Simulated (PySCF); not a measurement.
This PySCF input asks for the NMR shieldings of `C#CBCC`, C$_{4}$H$_{7}$B; the geometry comes from GFN2-xTB.

```python
import basis_set_exchange as bse
import numpy as np
from pyscf import gto, dft
from pyscf.prop import nmr

atoms = """
C     3.004401    0.791816   -0.711664
C     2.003967    0.310682   -0.240138
B     0.750103   -0.285206    0.336565
C    -0.641452    0.205480   -0.223539
C    -1.879899   -0.503240    0.325385
H     3.878643    1.210756   -1.120461
H     0.832756   -1.088744    1.185767
H    -0.731108    1.279120   -0.022330
H    -0.642200    0.128711   -1.315913
H    -1.846088   -1.565595    0.093730
H    -2.790461   -0.090467   -0.107187
H    -1.937461   -0.393999    1.406146
"""
names = dict.fromkeys(["C", "B", "H"], "pcSseg-1")
basis = {el: gto.basis.parse(bse.get_basis(n, elements=[el], fmt="nwchem")) for el, n in names.items()}
mol = gto.M(atom=atoms, basis=basis, charge=0, verbose=0)
mf = dft.RKS(mol, xc="PBE0")
mf.grids.level = 2
mf.grids.alignment = dft.numint.BLKSIZE   # the property module wants whole blocks of grid points
mf.conv_tol = 1e-9
mf.kernel()

calc = nmr.RKS(mf)   # GIAO
C = mf.mo_coeff
Co = C[:, mf.mo_occ > 0]
resp = mf.gen_response(singlet=True, hermi=2)
def vind(x):   # induced exchange potential for any number of trial vectors
    d = np.einsum("pi,xij,qj->xpq", C, 2 * x.reshape(-1, C.shape[1], Co.shape[1]), Co, optimize=True)
    return np.einsum("xpq,pi,qj->xij", resp(d - d.transpose(0, 2, 1)), C, Co, optimize=True).ravel()
mo1, _ = nmr.rhf.solve_mo1(calc, with_cphf=vind)
sigma = calc.kernel(mo1)
for i, s in enumerate(sigma):   # ppm
    print("%2d %-2s %9.2f" % (i, mol.atom_pure_symbol(i), np.trace(s) / 3))
```

Q: Give the expected output.

A: 
```
 0 C      51.38
 1 C      87.78
 2 B      25.71
 3 C     156.80
 4 C     172.49
 5 H      26.93
 6 H      24.73
 7 H      30.32
 8 H      30.10
 9 H      30.36
10 H      30.51
11 H      30.30
```

These numbers come from an equivalent density-fitted implementation of the same equations, which agrees with the script to about 0.01 ppm for H and up to a few tenths of a ppm for heavy atoms, so last digits may differ.

Size and cost of the density-fitted run: 120 basis functions, 22 s wall time on 1 thread of an Arm Neoverse N1, shared host; peak memory 0.52 GiB.
